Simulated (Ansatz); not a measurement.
Basis-set extrapolation for `ClC1CCCCC1` (PBE0-D4/def2-TZVP geometry, frozen core, Ansatz). Multiplicity 1, RHF reference.

|  | def2-TZVPP | def2-QZVPP |
| --- | --- | --- |
| HF | -693.225009 | -693.248182 |
| MP2 correlation | -1.223849 | -1.307413 |
| CCSD(T) correlation | -1.347656 | not run |

Energies in hartree. Use E(X) = E(∞) + A·exp(−7.88·√X) for Hartree–Fock and E(X) = E(∞) + B·X^(−2.97) for correlation, with X = 3 and 4, and add CCSD(T) minus MP2 of the smaller set to the MP2 limit.

What is the CCSD(T) energy at the basis-set limit?

HF limit: -693.248182 + (-0.023173) × 0.13774 = -693.25137. MP2 limit: -1.307413 + (-0.083564) × 0.74074 = -1.36931. Higher-order term: -1.347656 − (-1.223849) = -0.12381. Total: -694.74449 hartree, 451.1 kJ/mol below CCSD(T)/def2-TZVPP.
